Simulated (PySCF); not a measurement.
# H4Se: script and output

The script input.py:

```python
from pyscf import gto, scf, cc

mol = gto.M(
    atom='Se 0 0 -0.028; H 0 1.6713 0.2509; H 0 -1.6713 0.2509; H 1.1808 0 0.8602; H -1.1808 0 0.8602',
    basis='6-31g*',
    charge=0,
    spin=0,
    verbose=4,
)
mf = scf.UHF(mol)
mf.kernel()
mycc = cc.CCSD(mf, frozen=9)
mycc.kernel()
mycc.ccsd_t()
mf.dip_moment()
print('orbital energies (hartree):', [e[max(0, n-3):n+3].round(4) for e, n in zip(mf.mo_energy, mol.nelec)])
```

```bash
$ OMP_NUM_THREADS=1 python input.py
```

It prints (some set-up lines and the per-cycle HOMO/LUMO lines with their warnings removed):

```
PySCF version 2.14.0

[INPUT] Symbol           X                Y                Z      unit          X                Y                Z       unit  Magmom
[INPUT]  1 Se     0.000000000000   0.000000000000  -0.028000000000 AA    0.000000000000   0.000000000000  -0.052912331488 Bohr   0.0
[INPUT]  2 H      0.000000000000   1.671300000000   0.250900000000 AA    0.000000000000   3.158299271986   0.474132284653 Bohr   0.0
[INPUT]  3 H      0.000000000000  -1.671300000000   0.250900000000 AA    0.000000000000  -3.158299271986   0.474132284653 Bohr   0.0
[INPUT]  4 H      1.180800000000   0.000000000000   0.860200000000 AA    2.231388607886   0.000000000000   1.625542412351 Bohr   0.0
[INPUT]  5 H     -1.180800000000   0.000000000000   0.860200000000 AA   -2.231388607886   0.000000000000   1.625542412351 Bohr   0.0

nuclear repulsion = 46.9643422703433
number of shells = 20
number of NR pGTOs = 111
number of NR cGTOs = 40
basis = 6-31g*
ecp = {}

******** <class 'pyscf.scf.uhf.UHF'> ********
method = UHF
initial guess = minao
damping factor = 0
level_shift factor = 0
DIIS = <class 'pyscf.scf.diis.CDIIS'>
SCF conv_tol = 1e-09
SCF max_cycles = 50
number electrons alpha = 19  beta = 19
init E= -2400.64871382628
cycle= 1 E= -2401.65683190113  delta_E= -1.01  |g|= 0.148  |ddm|= 1.45
cycle= 2 E= -2401.67735532532  delta_E= -0.0205  |g|= 0.0452  |ddm|= 0.35
cycle= 3 E= -2401.67874285847  delta_E= -0.00139  |g|= 0.0184  |ddm|= 0.0797
cycle= 4 E= -2401.678966101  delta_E= -0.000223  |g|= 0.00416  |ddm|= 0.0354
cycle= 5 E= -2401.67899501742  delta_E= -2.89e-05  |g|= 0.00104  |ddm|= 0.0155
cycle= 6 E= -2401.67899827551  delta_E= -3.26e-06  |g|= 0.000342  |ddm|= 0.00586
cycle= 7 E= -2401.67899871519  delta_E= -4.4e-07  |g|= 7.71e-05  |ddm|= 0.00277
cycle= 8 E= -2401.67899873416  delta_E= -1.9e-08  |g|= 3.79e-05  |ddm|= 0.000515
cycle= 9 E= -2401.67899873971  delta_E= -5.55e-09  |g|= 2.1e-05  |ddm|= 0.000267
cycle= 10 E= -2401.67899874183  delta_E= -2.12e-09  |g|= 7.82e-06  |ddm|= 0.000221
cycle= 11 E= -2401.67899874208  delta_E= -2.42e-10  |g|= 3.53e-06  |ddm|= 7.86e-05
Extra cycle  E= -2401.6789987421  delta_E= -2.68e-11  |g|= 2.58e-06  |ddm|= 7.5e-06
converged SCF energy = -2401.6789987421  <S^2> = 2.9953284e-10  2S+1 = 1

******** <class 'pyscf.cc.uccsd.UCCSD'> ********
CC2 = 0
CCSD nocc = (np.int64(10), np.int64(10)), nmo = (31, 31)
frozen orbitals 9
max_cycle = 50
direct = 0
conv_tol = 1e-07
conv_tol_normt = 1e-06
Init t2, MP2 energy = -0.273397090380663
Init E_corr(UCCSD) = -0.273397090388243
cycle = 1  E_corr(UCCSD) = -0.280961755183508  dE = -0.0075646648  norm(t1,t2) = 0.0694588
cycle = 2  E_corr(UCCSD) = -0.289851990540021  dE = -0.00889023536  norm(t1,t2) = 0.027587
cycle = 3  E_corr(UCCSD) = -0.29298503158275  dE = -0.00313304104  norm(t1,t2) = 0.0130733
cycle = 4  E_corr(UCCSD) = -0.293655009704053  dE = -0.000669978121  norm(t1,t2) = 0.00281558
cycle = 5  E_corr(UCCSD) = -0.293488778359971  dE = 0.000166231344  norm(t1,t2) = 0.00101139
cycle = 6  E_corr(UCCSD) = -0.293497642940337  dE = -8.86458037e-06  norm(t1,t2) = 0.00018918
cycle = 7  E_corr(UCCSD) = -0.293499464380941  dE = -1.8214406e-06  norm(t1,t2) = 5.28815e-05
cycle = 8  E_corr(UCCSD) = -0.293498679045395  dE = 7.85335546e-07  norm(t1,t2) = 2.54429e-05
cycle = 9  E_corr(UCCSD) = -0.29349885527534  dE = -1.76229946e-07  norm(t1,t2) = 1.23824e-05
cycle = 10  E_corr(UCCSD) = -0.293498803501564  dE = 5.17737769e-08  norm(t1,t2) = 4.44575e-06
cycle = 11  E_corr(UCCSD) = -0.293498795190226  dE = 8.31133801e-09  norm(t1,t2) = 9.90513e-07
UCCSD converged
E(UCCSD) = -2401.972497537294  E_corr = -0.2934987951902255
UCCSD(T) correction = -0.00573417581018773
Dipole moment(X, Y, Z, Debye):  0.00000, -0.00000,  0.40830
orbital energies (hartree): [array([-0.5612, -0.4976, -0.2865,  0.1337,  0.1582,  0.2267]), array([-0.5612, -0.4976, -0.2865,  0.1337,  0.1582,  0.2267])]
```

In short: E(SCF) = -2401.678999 Eh, 11 cycles, E(CCSD) − E(SCF) = -0.29350 Eh, (T) = -0.00573 Eh, μ(SCF) = 0.41 D.

It ran on Arm Neoverse N1 (1 thread, shared host) in 4.9 s, peak memory 0.14 GiB.

No search for the lowest solution was made.
